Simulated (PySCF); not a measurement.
A structure optimised at PBE-D3(BJ)/def2-SVP, used in a PySCF frequency run:

```
C
O 1 1.4379
H 2 0.9790 1 106.65
C 1 1.5285 2 106.29 3 175.38
H 4 1.1082 1 111.12 2 -57.12
H 4 1.1085 5 108.94 1 123.21
H 4 1.1108 5 107.60 6 117.11
C 1 1.5332 2 110.85 3 -62.97
H 8 1.1093 1 111.76 2 -176.92
H 8 1.1098 9 107.77 1 122.34
H 8 1.1103 9 108.59 10 116.92
Si 1 1.9223 2 105.98 3 58.40
H 12 1.4998 1 111.00 2 62.51
H 12 1.5047 13 110.41 1 -129.01
Cl 12 2.1052 13 107.69 14 -117.20
```
Charge 0, spin multiplicity 1.

**Question.** Write its SMILES and formula.

**Answer.** CC(C)(O)[SiH2]Cl, C3H9ClOSi

**Question.** What are its rotational constants (standard atomic weights)?

**Answer.** 3.6380, 1.4147, 1.3148 GHz
